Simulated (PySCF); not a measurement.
Compound: CH₈AsB.
Numbering: `[BH3-:1][AsH2+:2][CH3:3]` (hydrogens: H4, H5, H6 on B1; H7, H8 on As2; H9, H10, H11 on C3)

Method: PBE0-D3(BJ)/def2-SVP geometry optimisation, gas phase in PySCF 2.14.0; density fitting, grid level 1; the optimiser is geomeTRIC in internal coordinates, started from a GFN2-xTB structure with every atom displaced at random (about 0.01 Å).

Step 0: E = -62665.8399 eV
```
atom  x, y, z in Å  |  force x, y, z in eV/Å
B1      1.6629    0.4580   -0.6200   -1.338   0.930   0.158
As2     0.0492   -0.7203   -0.1057   -0.162   0.706   0.434
C3     -1.4979    0.2435    0.6229    1.289   0.197   0.793
H4      1.9380    1.0196    0.4078   -0.009   0.096   0.440
H5      1.1484    1.2119   -1.4375   -0.063  -0.056   0.016
H6      2.5012   -0.2030   -1.0558    1.088  -1.126  -0.581
H7      0.1708   -1.8053    0.9114    0.231  -0.205   0.411
H8     -0.6430   -1.5819   -1.0860   -0.214  -0.280  -0.732
H9     -2.3011   -0.4119    0.9155   -0.510  -0.557   0.030
H10    -1.1585    0.7928    1.5284   -0.053  -0.184  -0.376
H11    -1.8318    0.9707   -0.0967   -0.259   0.481  -0.593
```

**Question.** Estimate the geometry and energy of step 1. (The exact step hangs on the optimiser's Hessian estimate; all steps are aligned on step 0, rigid shifts and turns removed.)

**Answer.** E = -62665.9607 eV, largest force 0.596 eV/Å
```
atom  x, y, z in Å  |  force x, y, z in eV/Å
B1      1.5779    0.4712   -0.6239    0.578  -0.120   0.079
As2     0.0554   -0.7232   -0.0630   -0.262  -0.375  -0.160
C3     -1.4470    0.2567    0.6526   -0.261   0.016  -0.199
H4      1.8257    1.0913    0.4050    0.007  -0.011  -0.101
H5      1.0556    1.1374   -1.5057   -0.059  -0.013   0.016
H6      2.4890   -0.2695   -1.0090   -0.272   0.209   0.101
H7      0.2000   -1.8360    0.9666    0.104   0.177  -0.137
H8     -0.5660   -1.5436   -1.1872    0.009   0.115   0.222
H9     -2.3242   -0.3859    0.8292    0.125   0.080  -0.017
H10    -1.1287    0.7253    1.5913    0.016   0.038   0.057
H11    -1.6996    1.0505   -0.0715    0.015  -0.116   0.138
```

The energy changes by -0.1207 eV. The first-order estimate −F·Δx gives -0.3364 eV and the mean of the old and new forces, exact on a quadratic surface, -0.1142 eV. The step makes an angle of 73° with the force vector and moves no atom by more than 0.156 Å.

The cost below is that of the whole optimisation. The run took 32 s wall on Arm Neoverse V1, one thread, on a shared host, and the process peaked at 0.42 GiB of memory.
